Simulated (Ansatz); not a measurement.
Gas-phase electronic energies from Ansatz, PBE0-D4/def2-TZVP geometries. CCSD(T)/CBS is the MP2 limit (def2-TZVPP, def2-QZVPP) plus CCSD(T) − MP2 in def2-TZVPP, frozen cores. This one scheme is used for every species. DFT in def2-TZVPP. B3LYP here is the variant with VWN-RPA as its local correlation; programs differ in this. Elements past krypton have def2 core potentials. For Te outer-core shells are correlated without core-valence functions, which leaves a few kJ/mol of doubt a bond. One conformer a species, not always the lowest.

Reaction (formal exchange of groups at a Te–C bond): `SC#C[TeH]` + `C[SiH2]O` → `O[SiH2]C[TeH]` + `C#CS`

```tsv
level	ΔE (kJ/mol)	difference from CCSD(T)/CBS
r2SCAN-D4	18.4	11.9
PBE0-D4	15.2	8.7
ωB97X-V	13.5	7.0
ωB97M-V	10.5	4.0
B2PLYP	18.7	12.2
PBE	21.1	14.6
B3LYP	22.0	15.5
HF/def2-TZVPP	18.8	12.3
MP2/def2-TZVPP	13.7	7.2
SCS-MP2/def2-TZVPP	14.8	8.3
CCSD/def2-TZVPP	12.3	5.8
CCSD(T)/def2-TZVPP	11.9	5.4
HF/def2-QZVPP	19.1	12.6
MP2/def2-QZVPP	10.7	4.2
HF/CBS(def2)	19.1	12.6
CCSD/CBS(def2)	6.9	0.4
CCSD(T)/CBS	6.5	0
```

Largest T1 diagnostic among the species: 0.013.

The D4 term adds −7.3 kJ/mol with B3LYP and −3.7 kJ/mol with PBE0; it sums over pairs of atoms, weighted by their polarisabilities, and B3LYP, whose exchange is more repulsive, gets the larger term. In def2-TZVPP, CCSD(T) changes the Hartree–Fock value by −6.8 kJ/mol (the triples alone add −0.4 kJ/mol) and MP2 by −5.0 kJ/mol.
